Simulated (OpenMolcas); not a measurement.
N2+, P2+, As2+, Sb2+, Bi2+: ns² np down the group

* Program: OpenMolcas
* Method: SS-CASPT2, IPEA 0.25 Eh, imaginary shift 0.1 Eh
* Basis: ANO-R3
* Scalar Hamiltonian: X2C, finite nucleus
* Spin-orbit coupling: RASSI with atomic mean-field integrals over the reference wave functions, term energies averaged over their components

Active space for each ion: 1 electron in 3 orbitals (p); closed shells correlated by CASPT2: N2+ 1s 2s; P2+ 2s 2p 3s; As2+ 3d 4s; Sb2+ 4d 5s; Bi2+ 5d 6s.

Computed levels in cm-1 above ²P°_1/2:

| Level | N2+ | P2+ | As2+ | Sb2+ | Bi2+ |
| --- | --- | --- | --- | --- | --- |
| ²P°_3/2 | 173 | 504 | 2638 | 5839 | 18019 |
| weight of ²P° in the lowest level (%) | 100 | 100 | 100 | 100 | 100 |

Measured, with the error of the calculation in %. Measured levels: N2+ from Moore, Selected Tables of Atomic Spectra, NSRDS-NBS 3, section 5; P2+ from Martin, Zalubas and Musgrove, J. Phys. Chem. Ref. Data 14, 751 (1985); As2+ from Moore, Atomic Energy Levels, vol. II, NSRDS-NBS 35 (1971 reprint of NBS Circular 467, 1952); Sb2+, Bi2+ from Moore, Atomic Energy Levels, vol. III, NSRDS-NBS 35 (1971 reprint of NBS Circular 467, 1958).

```tsv
Level	N2+	P2+	As2+	Sb2+	Bi2+
²P°_3/2	174 (-1.0)	559 (-9.9)	2940 (-10.3)	6576 (-11.2)	20788 (-13.3)
```

The fine-structure level ²P°_3/2 changes by a factor of 104 from N2+ to Bi2+.

With one active electron, CASPT2 adds the correlation within the correlated inactive shells and between them and that electron, and leaves the splitting within a term as the reference gives it. Measured partners are found by configuration, term and J. A level has none where our copy of the source lacks it or the pairing is in doubt (some pairs that miss far off the trend of their configuration count as doubtful), and it then counts in no deviation. Only configurations of the active space appear.

° marks odd parity.
